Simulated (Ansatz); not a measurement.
C6H12O, SMILES `CC1(O)CCCC1` at its PBE0-D4/def2-TZVP geometry, where that method's forces vanish. Total charge 0; spin multiplicity 1.

```xyz
19

C    -0.3728   -1.1122   -1.7560
C    -0.2907   -0.1075   -0.6252
O    -1.1280    1.0152   -0.9024
C    -0.6279   -0.6804    0.7508
C    -0.1209    0.3761    1.7320
C     1.0739    1.0513    1.0216
C     1.1021    0.4678   -0.3982
H     0.2872   -1.9641   -1.5765
H    -0.0889   -0.6439   -2.7007
H    -1.3924   -1.4965   -1.8614
H    -2.0370    0.7050   -0.9420
H    -1.6954   -0.8980    0.8568
H    -0.0908   -1.6254    0.8828
H    -0.9042    1.1113    1.9237
H     0.1547   -0.0574    2.6952
H     2.0149    0.8650    1.5432
H     0.9375    2.1331    0.9924
H     1.3476    1.2045   -1.1652
H     1.8311   -0.3440   -0.4710
```

(1) What forces (eV/Å) does r2SCAN-D4/def2-TZVPP give on these atoms in Ansatz? (Estimate.)

Results:

(1) Ansatz gave: 
```
C1  -0.002 -0.096 -0.107
C2   0.108 -0.221  0.002
O3  -0.130  0.335 -0.058
C4  -0.082 -0.172  0.051
C5  -0.092  0.038  0.191
C6   0.136  0.149  0.071
C7   0.144  0.005 -0.133
H8  -0.008  0.007 -0.005
H9  -0.003 -0.004  0.010
H10  0.006  0.008  0.002
H11 -0.057 -0.031  0.002
H12 -0.004 -0.002 -0.009
H13  0.007 -0.007  0.000
H14  0.000 -0.006 -0.001
H15 -0.006  0.005 -0.004
H16 -0.005  0.005 -0.003
H17  0.001 -0.006 -0.001
H18 -0.003 -0.005 -0.005
H19 -0.009 -0.003 -0.003
```
